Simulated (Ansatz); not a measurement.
Consider the atomization: `O[C]1(S)[NH][GeH2]1` → C• + Ge• + 5 H• + N• + O• + S•.

Calculated with Ansatz (gas phase, PBE0-D4/def2-TZVP geometries, no zero-point term in ΔE). CCSD(T)/CBS adds triple-zeta CCSD(T) − MP2 to the extrapolated MP2 energy (def2 sets, frozen cores). This one scheme is used for every species, atoms too. DFT in def2-TZVPP. Open shells (•) are unrestricted, without spin–orbit coupling. Spin–orbit coupling would lower the free atoms: a little for C, O, S; clearly for Ge. For Ge outer-core shells are correlated without core-valence functions, so the limit isn't a true one: a few kJ/mol of doubt a bond, and 10 to 20 or more in all where bonds break to atoms. Scalar relativity is left out up to krypton. Each species was taken in one conformer, which may not be the lowest.

```json
{"level": "PBE", "ΔE (kJ/mol)": "3307.5"}
{"level": "SCS-MP2/def2-QZVPP", "ΔE (kJ/mol)": "3240.1"}
```

**Question.** What does CCSD(T)/CBS give? (Best estimate.)

**Answer.** Ansatz gave: +3231.8 kJ/mol. The listed levels differ from it by 75.7, 8.3 kJ/mol.

Largest T1 diagnostic among the species: 0.013.

From PBE to PBE0 (25 % exact exchange), in def2-TZVPP and without D4, ΔE moves by −103.7 kJ/mol: exact exchange takes away binding that semilocal exchange gives to molecules. The D4 term adds +40.8 kJ/mol with B3LYP and +21.1 kJ/mol with PBE0; it sums over pairs of atoms, weighted by their polarisabilities, and B3LYP, whose exchange is more repulsive, gets the larger term. In def2-TZVPP, CCSD(T) changes the Hartree–Fock value by +1116.4 kJ/mol (the triples alone add +79.7 kJ/mol) and MP2 by +1187.7 kJ/mol; breaking electron pairs costs correlation energy, which Hartree–Fock lacks.

B3LYP here is the variant with VWN-RPA as its local correlation; programs differ in this.

For atomizations the MP2-based limit and the directly extrapolated one differ by several kJ/mol either way, and by 10 to 25 for some Ge, Se and Sn compounds, so smaller differences from it don't rank the levels.
